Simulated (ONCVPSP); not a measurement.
## Ga: ONCV pseudisation with PBEsol, scalar-relativistic reference atom.

* Element: gallium (Ga)
* Generator: ONCVPSP 4.0.1
* Type: optimised norm-conserving Vanderbilt (ONCV)
* Functional: PBEsol
* Relativity: scalar-relativistic
* Frozen core: [Ar]
* Valence charge: 13
* Reference configuration: 3d10 4s2 (charge +1)
* Partial waves: 4s: rc 1.90 bohr, ncon 4, nbas 8, qcut 3.8 1/bohr, 2 projectors, debl 3.6 Ha; p scattering state at 0.16 Ha: rc 1.85 bohr, ncon 4, nbas 7, qcut 4.6 1/bohr, 2 projectors, debl 3.6 Ha; 3d: rc 0.70 bohr, ncon 4, nbas 9, qcut 12.4 1/bohr, 2 projectors, debl 3.2 Ha
* Local potential: polynomial inside 0.45 bohr (lpopt 5, dvloc0 6 Ha)
* Core correction: none

In the p channel the program set the typed energies aside and used 0.050, 3.650 Ha.

All-electron outer shells of the reference configuration (PBEsol, scalar-relativistic, ld1.x):

| shell | level (eV) | outermost node (bohr) | outermost maximum (bohr) |
| --- | --- | --- | --- |
| 3p | -107.00 | 0.24 | 0.56 |
| 3d | -27.46 | – | 0.53 |
| 4s | -16.36 | 0.81 | 1.85 |

Q: Estimate the cutoffs (Ha) at which the residual kinetic energy of the hardest occupied pseudo-wave falls to 1 and 0.1 mHa per electron.

A: 630 Ha and 813 Ha.

Q: What does a ghost test show?

A: Ghosts flagged at negative energy: s at -524.5 eV, p at -98.6 eV (a further GHOST(-) flag falls on a real empty level of the atom); GHOST(+) flagged for s at 146.0 eV. A true bound ghost makes a file unfit for plane-wave use.

Q: Which valence shell sets the plane-wave cutoff?

A: 3d: 630 Ha for 1 mHa per electron, against 7 Ha for 4s.

Its largest configuration-test error is +18 meV (3d10 4s0). 2 of 4 tests not solved or not reliable.
